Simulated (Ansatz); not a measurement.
One geometry of ClFH2OSi2, several functionals.

```yaml
crystal:
  periodic: [false, false, false]
  atoms:
    - {symbol: F, position_ang: [-1.752582, -1.312808, 1.224982]}
    - {symbol: Si, position_ang: [-0.301856, -1.180007, 1.918460]}
    - {symbol: O, position_ang: [0.482753, -0.207097, 0.857975]}
    - {symbol: Si, position_ang: [0.425455, 0.588335, -0.575811]}
    - {symbol: Cl, position_ang: [0.270689, -0.758669, -2.107177]}
    - {symbol: H, position_ang: [-0.755052, 1.474967, -0.622329]}
    - {symbol: H, position_ang: [1.691791, 1.327380, -0.741801]}
basis:
  gaussian: {orbitals: def2-TZVPP}
hamiltonian: {xc: {name: BHLYP}, dispersion: d4}
output: {orbitals: {seedname: orbitals}}
```

```sh
$ ansatz run in.yaml --threads 2 --pin off --events-out ev --progress --plain --max-ram 4352MiB
```

It prints (some lines left out):

```
Functional definition: BHLYP
  name "BHLYP"
  cite "Becke, J. Chem. Phys. 98, 1372 (1993) doi:10.1063/1.464304"
  cite "Becke, Phys. Rev. A 38, 3098 (1988) doi:10.1103/PhysRevA.38.3098"
  cite "Lee, Yang & Parr, Phys. Rev. B 37, 785 (1988) doi:10.1103/PhysRevB.37.785"
  parameter a = 0.5
  exchange = (1 - a)*b88_x + a*exact_x
  correlation = lyp_c
1434 factors; their error is unknown
mean field evaluation 1: about -33075.1833 eV, gradient 5.8e1 eV
mean field evaluation 2: about -33071.2953 eV, gradient 7.5e1 eV
mean field evaluation 4: about -33080.2778 eV, gradient 3.6e0 eV
mean field evaluation 8: about -33080.2958 eV, gradient 3.3e-2 eV
mean field evaluation 16: about -33080.4970 eV, gradient 2.8e-5 eV
mean field -33080.49699869 eV, -1215.6858419357 hartree, gradient 2.8e-5 eV, S^2 0.000000; 0 other end points of the search recorded, 0 dependent functions left out
reference -33080.49718258 eV, -1215.6858486934 hartree; 32, 32 occupied and 184, 184 virtual orbitals, 1434 factors
Total energy: -33080.78276427 eV, -1215.6963436270 hartree
```

It took 4 s on 2 threads of an Arm Neoverse V2 on a shared host, with 0.56 GiB of host memory at the peak.

Changing it to `hamiltonian: {xc: lda}` (abridged; 1.4 s):

```
Functional definition: SPW92
mean field evaluation 16: about -32946.8879 eV, gradient 1.3e-4 eV
mean field -32946.88794798 eV, -1210.7757998854 hartree, gradient 1.1e-5 eV, S^2 0.000000
Total energy: -32946.88798645 eV, -1210.7758012992 hartree
```

The same input with `hamiltonian: {xc: {name: BLYP}, dispersion: d4}` (abridged; 2.4 s):

```
Functional definition: BLYP
mean field evaluation 16: about -33081.6905 eV, gradient 1.6e-4 eV
mean field -33081.69049279 eV, -1215.7297020347 hartree, gradient 3.9e-5 eV, S^2 0.000000
Total energy: -33082.14118742 eV, -1215.7462647571 hartree
```

With the line `hamiltonian: {xc: {name: CAM-B3LYP}, dispersion: d4}` (abridged; 4.1 s):

```
Functional definition: CAM-B3LYP
mean field evaluation 16: about -33081.9074 eV, gradient 2.3e-5 eV
mean field -33081.90742160 eV, -1215.7376740214 hartree, gradient 2.3e-5 eV, S^2 0.000000
Total energy: -33082.09258393 eV, -1215.7444786117 hartree
```

With the line `hamiltonian: {xc: pbe, dispersion: d4}` and forces (abridged; 2.9 s):

```
Functional definition: PBE
mean field evaluation 16: about -33064.1471 eV, gradient 1.4e-3 eV
mean field -33064.14707422 eV, -1215.0849932937 hartree, gradient 5.9e-5 eV, S^2 0.000000
Total energy: -33064.35566219 eV, -1215.0926587603 hartree
Atom 0 force    -0.615244    -0.094081    -0.238144 eV/Å
Atom 1 force     0.278527    -0.264106     0.605844 eV/Å
Atom 2 force     0.351337     0.090908     0.141622 eV/Å
Atom 3 force    -0.004987     0.239392    -0.262233 eV/Å
Atom 4 force    -0.020660    -0.182440    -0.227593 eV/Å
Atom 5 force    -0.139564     0.115961    -0.002850 eV/Å
Atom 6 force     0.150590     0.094366    -0.016646 eV/Å
Dipole moment:     0.131930     0.198950     0.121328 e Å
```

Changing it to `hamiltonian: {xc: {name: LC-wPBE}}` (abridged; 3 s):

```
Functional definition: LC-wPBE
mean field evaluation 16: about -33070.8782 eV, gradient 6.6e-5 eV
mean field -33070.87816212 eV, -1215.3323562117 hartree, gradient 6.6e-5 eV, S^2 0.000000
Total energy: -33070.87816213 eV, -1215.3323562119 hartree
```
